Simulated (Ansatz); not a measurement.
**Worked example: a bond strength in InCl2O (SMILES [O][In]([Cl])[Cl])**

InCl2O: 4 atoms, total charge 0, spin state doublet. As SMILES, `[O][In]([Cl])[Cl]`. The shape was relaxed beforehand at wB97X-V/def2-SVP.

| atom | x (Å) | y (Å) | z (Å) |
| --- | --- | --- | --- |
| O | 0.6129 | 1.0254 | 1.6862 |
| In | 0.0333 | 0.0187 | 0.0498 |
| Cl | 0.7421 | -2.1591 | -0.2570 |
| Cl | -1.3327 | 1.0547 | -1.4994 |

Wanted: the dissociation energy of the Cl3–In2 bond into doublet Cl and singlet InClO (shapes relaxed at wB97X-V/def2-SVP, no zero-point term). 1 Eh = 2625.50 kJ/mol = 27.2114 eV. Totals in Eh; open shells run unrestricted unless said.

| level | program | InCl2O | doublet Cl | singlet InClO |
| --- | --- | --- | --- | --- |
| UBLYP/def2-SVP (core potential) | Ansatz | -1185.364529 | -459.986641 | -725.295269 |
| U-r2SCAN/def2-SVP (core potential) | Ansatz | -1185.408731 | -459.959987 | -725.345612 |
| UB2PLYP/def2-SVP (core potential), 15 core orbitals frozen | Ansatz | -1184.797237 | -459.846821 | -724.859342 |

Q: Work out the dissociation energy at each level.

A: 
1. UBLYP/def2-SVP (core potential): (-459.986641) + (-725.295269) − (-1185.364529) = 0.082619 Eh = 216.9 kJ/mol = 2.25 eV.
2. U-r2SCAN/def2-SVP (core potential): (-459.959987) + (-725.345612) − (-1185.408731) = 0.103132 Eh = 270.8 kJ/mol = 2.81 eV.
3. UB2PLYP/def2-SVP (core potential): (-459.846821) + (-724.859342) − (-1184.797237) = 0.091074 Eh = 239.1 kJ/mol = 2.48 eV.

The levels span 217 to 271 kJ/mol; no measured value is set beside them. A fragment with an even electron count was run as a singlet and may have a lower triplet. A bond enthalpy at 298 K also holds the loss of zero-point energy and thermal terms.
